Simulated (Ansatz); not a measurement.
CoF+, multiplicity 4 (lowest of 2S+1 = 2, 4, 6 at CCSD(T)/def2-TZVPP on PBE0 minima; our sources give no spin for the ground state, which may be another), most abundant isotopes (58.9332 and 18.9984 u). Constants from fifth-degree fits in 1/R to seven points on the lowest solution found; no spin–orbit coupling, no relativity up to Kr; ω_e x_e and α_e move by some per cent with the fit.

Correlated levels freeze the inner cores; with def2 sets outer-core shells near the valence are correlated too.

Programs: Ansatz (a first-principles code). Each number belongs to the level named beside it.

| level | r_e (Å) | ω_e (cm⁻¹) | ω_e x_e (cm⁻¹) | α_e (cm⁻¹) |
|---|---|---|---|---|
| PBE/def2-TZVPP | 1.6928 | 725.2 | 4.06 | 0.00310 |
| CCSD(T)/def2-TZVPP | 1.6951 | 766.3 | 3.51 | 0.00269 |

Problem. Derive the rotational constants, the centrifugal constant, the fundamental, the zero-point energy and the force constant.

Solution. 
μ = 14.36691 u.
- PBE/def2-TZVPP: B_e = 16.8576/(μ r_e²) = 0.40948 cm⁻¹; B₀ = B_e − α_e/2 = 0.40793 cm⁻¹; D = 4B_e³/ω_e² = 5.22e-07 cm⁻¹; fundamental ω_e − 2ω_e x_e = 717 cm⁻¹; zero-point energy ω_e/2 − ω_e x_e/4 = 362 cm⁻¹; k = μ(2πcω_e)² = 445 N/m
- CCSD(T)/def2-TZVPP: B_e = 16.8576/(μ r_e²) = 0.40836 cm⁻¹; B₀ = B_e − α_e/2 = 0.40702 cm⁻¹; D = 4B_e³/ω_e² = 4.64e-07 cm⁻¹; fundamental ω_e − 2ω_e x_e = 759 cm⁻¹; zero-point energy ω_e/2 − ω_e x_e/4 = 382 cm⁻¹; k = μ(2πcω_e)² = 497 N/m
